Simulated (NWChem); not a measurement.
## Atomisation of chlorotrifluoromethane (CClF$_{3}$)

```
C
F 1 1.3263
F 1 1.3263 2 108.75
F 1 1.3263 2 108.75 3 118.28
Cl 1 1.7743 2 110.18 4 120.86
```
Charge 0, spin multiplicity 1.

All runs are NWChem calculations. The geometry was optimised at B3LYP/def2-SVP, a minimum by its harmonic frequencies.

Basis set: def2-TZVP. The atomisation energy is electronic alone: no zero-point, thermal, spin-orbit or counterpoise terms. No value is extrapolated to the basis-set limit. Free atoms are single determinants with multiplicities F 2, C 3, Cl 2. Correlated methods freeze the same cores in atoms and molecule, 9 orbitals in all.

B3LYP has NWChem's definition, with VWN1-RPA local correlation. The stability of the SCF solutions was not checked. Open-shell Hartree-Fock references start from PBE0 orbitals.

Q: For the atomisation energy, MP2 gives 446.0 kcal/mol and PBE0 gives 436.6 kcal/mol. What do PBE, M06-2X, BLYP give?

A: PBE: 460.4 kcal/mol; M06-2X: 436.9 kcal/mol; BLYP: 432.1 kcal/mol.
